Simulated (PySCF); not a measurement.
**Two-dimensional NMR puzzle**

Compound of formula C4H8FNSi2. Correlations simulated from computed shifts and the bond graph:

HSQC (one-bond C–H):
```
  δH     δC
7.35  155.3
7.23  149.9
5.98  113.9
```

COSY cross peaks (H two or three bonds apart, from the bond graph; peaks can be absent where the dihedral angle is near 90°):
```
  δH    δH
7.35  7.23
7.35  5.38
7.23  4.85
7.23  4.82
5.98  4.85
5.98  4.82
4.85  4.82
```

HMBC (two and three bonds, from the bond graph):
```
  δH                          δC
7.35                185.3, 149.9
7.23                155.3, 113.9
5.98                185.3, 149.9
5.38  185.3, 155.3, 149.9, 113.9
4.85  185.3, 155.3, 149.9, 113.9
4.82  185.3, 155.3, 149.9, 113.9
```

Carbons without hydrogens: δ 185.3.

PySCF calculation with structure optimised with GFN2-xTB and σ from GIAO-PBE0/pcSseg-1; no solvent model, rapidly exchanging positions averaged, one conformer, relativity neglected.

Shifts are taken against calculated references (same method and geometry level): $^{1}$H, $^{13}$C against TMS.

Exchangeable hydrogens are left out of these lists.

Task: Assemble the structure.

Result: `[SiH2]1C=C[Si@@H](N)C(F)=C1`.

Atom-mapped SMILES (the numbers label the heavy atoms): `[NH2:1][Si@@H:2]1[CH:3]=[CH:4][SiH2:5][CH:6]=[C:7]1[F:8]`; H(Xn) means a hydrogen on atom n. Ha(Si5) is cis to N1 on the ring; Hb(Si5) is trans to N1 on the ring.

1. δC 185.3 is C7, a fully substituted alkene carbon.
2. δC 155.3 is C3, an alkene CH (δH 7.35).
3. δC 149.9 is C4, an alkene CH (δH 7.23).
4. δC 113.9 is C6, an alkene CH (δH 5.98).
5. HMBC from δH 7.35 reaches the proton-free carbon C7.
6. HMBC from δH 5.98 reaches the proton-free carbon C7.
7. HMBC from δH 5.38 reaches the proton-free carbon C7.
8. HMBC from δH 4.85 reaches the proton-free carbon C7.
9. COSY links 7.35–7.23, 7.35–5.38, 7.23–4.85, 7.23–4.82, 5.98–4.85, 5.98–4.82.

The shifts were computed for this structure.

OH and NH positions are those of a molecule without intermolecular hydrogen bonds; in solution they move with solvent, concentration and temperature, and exchange usually removes their couplings. Shifts are as computed. Against solution values, carbons near 30 ppm lie about +3 ppm off and those near 130 ppm about +5 ppm. Of 1211 compounds with measured shifts, 218 miss one by over three times the rms of a fit or turn the order of signals round; such compounds aren't used in these exercises.
